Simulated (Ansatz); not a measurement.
`BN=C1CC1`. Total charge 0; spin multiplicity 1. The geometry is a stationary point of PBE0-D4/def2-TZVP.

```xyz
11

B     1.750    0.675    1.568
N     0.780    0.301    0.699
C    -0.099   -0.039   -0.089
C    -1.427   -0.609   -0.294
C    -0.547   -0.152   -1.473
H     1.742    1.794    1.995
H     2.586   -0.125    1.880
H    -2.292   -0.005   -0.044
H    -1.558   -1.676   -0.145
H    -0.101   -0.918   -2.099
H    -0.834    0.753   -1.998
```

(1) What is the dipole moment at B3LYP/def2-TZVPP? (Best estimate.)

(2) And with PBE, r2SCAN, ωB97M-V? (Best estimate.)

(3) Give the Mulliken charges with B3LYP, r2SCAN, PBE in def2-TZVPP. (Estimate.)

Results:

(1) Computed: 2.91 D, with components (-2.08, -0.80, -1.87) D in this frame, pointing from negative to positive charge.

(2) Computed: PBE 2.94 D, r2SCAN 2.93 D, ωB97M-V 2.95 D.

(3) Computed: 
```tsv
atom	B3LYP	r2SCAN	PBE
B1	-0.22	-0.16	-0.23
N2	0.05	0.00	0.13
C3	0.04	0.08	-0.03
C4	-0.13	-0.07	-0.10
C5	-0.13	-0.07	-0.10
H6	0.01	-0.02	0.00
H7	0.01	-0.02	0.00
H8	0.09	0.06	0.08
H9	0.09	0.06	0.08
H10	0.09	0.06	0.08
H11	0.09	0.06	0.08
```

B3LYP here is the variant with VWN-RPA as its local correlation; programs differ in this.
